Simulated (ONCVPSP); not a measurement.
Building the ONCV potential for neodymium (Nd) (PBEsol, scalar-relativistic).

neodymium (Nd), optimised norm-conserving Vanderbilt (ONCV), made with ONCVPSP 4.0.1 (PBEsol, scalar-relativistic). Core [Xe], reference 4f4 6s1.75 (charge +0.25). Waves: 6s: rc 3.95 bohr, ncon 3, nbas 7, qcut 1.4 1/bohr, 3 projectors, debl 1.1 Ha; p scattering state at 0.31 Ha: rc 3.40 bohr, ncon 4, nbas 8, qcut 2.7 1/bohr, 2 projectors, debl 2.4 Ha; d scattering state at 0.19 Ha: rc 4.25 bohr, ncon 4, nbas 7, qcut 1.9 1/bohr, 2 projectors, debl 2.4 Ha; 4f: rc 1.30 bohr, ncon 4, nbas 9, qcut 14.7 1/bohr, 2 projectors, debl 1.5 Ha. Local part: polynomial inside 1.00 bohr (lpopt 4, dvloc0 0 Ha). Core correction: Teter function, fcfact 5.75, rcfact 1.75.

In the p channel the program set the typed energies aside and used 0.050, 2.450 Ha. In the d channel the program set the typed energies aside and used -0.117, 2.283 Ha.

All-electron outer shells of the reference configuration (PBEsol, scalar-relativistic, ld1.x):

```tsv
shell	level (eV)	outermost node (bohr)	outermost maximum (bohr)
6s	-4.64	1.77	3.74
4f	-3.16	–	0.67
```

(1) Estimate the cutoffs (Ha) at which the residual kinetic energy of the hardest occupied pseudo-wave falls to 1 and 0.1 mHa per electron.

(2) What does a ghost test show?

(3) Which valence shell sets the plane-wave cutoff?

Results:

(1) 81 Ha and 92 Ha.

(2) Ghosts flagged at negative energy: s at -153.2 eV, p at -96.1 eV, d at -110.8 eV; GHOST(+) flagged for s at 47.0 eV, d at 57.0 eV, p at 69.9 eV. A true bound ghost makes a file unfit for plane-wave use.

(3) 4f: 81 Ha for 1 mHa per electron, against 2 Ha for 6s.

Tests left out (the all-electron energies of this program are off by 10 to 40 meV for near-neutral 4f atoms).
